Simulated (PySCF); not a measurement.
Species: `O=S(=O)(F)NS(=O)(=O)F`. The columns A, B, C and D hold Mulliken, IAO, Hirshfeld and ESP-fitted charges (e) of one PBE0/pcSseg-1 density (PySCF), in a shuffled order. Coordinates in Å (GFN2-xTB); the density's dipole moment is (0.28, -1.64, 2.23) D.

```tsv
atom	x	y	z	A	B	C	D
O1	-1.158	0.164	-1.505	-0.430	-0.795	-0.393	-0.241
S2	-1.346	-0.163	-0.159	+1.372	+2.325	+1.135	+0.599
O3	-2.370	-1.024	0.280	-0.444	-0.810	-0.429	-0.263
F4	-1.539	1.193	0.682	-0.324	-0.467	-0.201	-0.110
N5	0.085	-0.624	0.482	-0.619	-0.851	-0.678	-0.155
S6	1.318	0.310	-0.076	+1.368	+2.321	+1.119	+0.600
O7	2.461	0.089	0.717	-0.448	-0.814	-0.430	-0.264
O8	0.873	1.598	-0.397	-0.426	-0.792	-0.400	-0.245
F9	1.544	-0.494	-1.438	-0.311	-0.456	-0.174	-0.097
H10	0.141	-1.043	1.390	+0.263	+0.339	+0.451	+0.175
```

Task: Which column most likely holds the ESP-fitted charges?

Result: C. Σ q r misses the density's dipole by 0.01 D (C), 0.69 D (B), 0.73 D (A), 0.92 D (D). Charges fitted to the outside potential are the only set here that is tied to the molecule's multipoles.

Task: And the Hirshfeld charges?

Result: D. The mean sizes are 0.275 e (D), 0.541 e (C), 0.600 e (A), 0.997 e (B), and Hirshfeld charges are commonly the smallest of these schemes.

As computed, A = Mulliken, B = IAO, C = ESP-fitted, D = Hirshfeld.

The IAO scheme counts the electrons in orthogonalised intrinsic atomic orbitals, a minimal basis polarised so that it spans the occupied orbitals exactly. The ESP scheme fits charges at the nuclei, held to the total charge, to the electrostatic potential on points at 1.4 to 2.0 times the van der Waals radii.

Geometry: GFN2-xTB, one conformer, isolated molecule.

The run behind these numbers computed NMR shieldings as well. Time: 21 s wall; peak memory 0.75 GiB. Hardware: one thread, Arm Neoverse V1 (aarch64), shared host with 32 logical CPUs at a one-minute load of 11.

Shape of the structure used: `[O:1]=[S:2](=[O:3])([F:4])[NH:5][S:6](=[O:7])(=[O:8])[F:9]`: O1–S2–N5–S6 40°, S2–N5–S6–O7 167°.
